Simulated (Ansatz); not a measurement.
Reaction: H2S2 (SMILES SS) + H+ → H3S2+ (SMILES S[SH2+])
Each species at its own B3LYP-D3(BJ)/def2-TZVP minimum (Ansatz, an electronic-structure program).

Property: proton affinity (electronic), positive where energy is released, in kcal/mol. Radicals and triplets start from unrestricted determinants; spin-orbit coupling is neglected. CBS(X,Y): correlation extrapolated as X^-3, Hartree-Fock from the larger set (Q,5: extrapolated as (X+1)exp(-9√X)). A bracket is a step between two methods taken in the basis named. The functionals are non-relativistic, so their misses hold any scalar relativity. 'core' is core correlation in cc-pwCVTZ (1s frozen past Ne), 'X2C' scalar relativity in cc-pVTZ-DK, both at CCSD(T).

CCSD(T)/CBS(cc-pV(Q+d)Z,cc-pV(5+d)Z) + [CCSDT(Q) - CCSD(T)]/cc-pV(T+d)Z + core + X2C (Ansatz) gives 178.7 kcal/mol.

Task: How far off this value is PBE/def2-TZVPD (Ansatz), in which direction, and which of these levels come nearer: r2SCAN/def2-TZVPD, B3LYP/def2-TZVPD, PBE0/def2-TZVPD, wB97M-V/def2-TZVPD, CCSD(T)/CBS(cc-pV(Q+d)Z,cc-pV(5+d)Z) + core + X2C?

Result: PBE gives 179.6 kcal/mol, 0.9 kcal/mol above it. Differences of the others: r2SCAN/def2-TZVPD (Ansatz) 1.2; B3LYP/def2-TZVPD (Ansatz) 1.0; PBE0/def2-TZVPD (Ansatz) 1.0; wB97M-V/def2-TZVPD (Ansatz) -2.1; CCSD(T)/CBS(cc-pV(Q+d)Z,cc-pV(5+d)Z) + core + X2C (Ansatz) 0.0 kcal/mol. Nearer than PBE: CCSD(T)/CBS(cc-pV(Q+d)Z,cc-pV(5+d)Z) + core + X2C.
